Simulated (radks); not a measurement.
Values are calculated unless marked as measured or tabulated.
Initial-state core-level shifts of neutral gadolinium when its valence configuration changes from [Xe] 4f7 5d1 6s2. Level of theory: scalar-relativistic Kohn-Sham, PBE, spin-polarised, spherical densities, finite nucleus; open shells are filled with parallel spins first (spin-orbit coupling, left out, can overturn this in heavy ions); Fermi nuclear charge, rms radius 5.1569 fm (a radial shooting solver on a logarithmic mesh with Libxc functionals). Shifts are changes of the shell-averaged eigenvalues in eV (positive: less bound); the change of the density at the nucleus, which sets a Mossbauer isomer shift, is in e/bohr^3, on a base of 6.582e+05.

valence,3s,3d,4p,4d,density at nucleus
4f7 5d1.5 6s1.5,+0.892,+0.897,+0.910,+0.919,-15.05
4f5 5d3 6s2,-19.464,-19.182,-17.187,-16.385,+83.36
4f7 6s2 6p1,-3.250,-3.265,-3.281,-3.301,+13.42
4f7 5d2 6s1,+1.723,+1.733,+1.757,+1.776,-27.95
4f7.5 5d0.5 6s2,+3.826,+3.775,+3.519,+3.382,-16.65
4f5 6s2 6p3,-31.186,-30.960,-28.810,-28.026,+138.46
4f7 5d1 6s1 6p1,-1.070,-1.070,-1.065,-1.062,-22.80
4f5 5d2.5 6s2 6p0.5,-21.369,-21.093,-19.086,-18.288,+91.76
4f6 5d1 6s2 6p1,-12.797,-12.681,-11.854,-11.499,+55.42
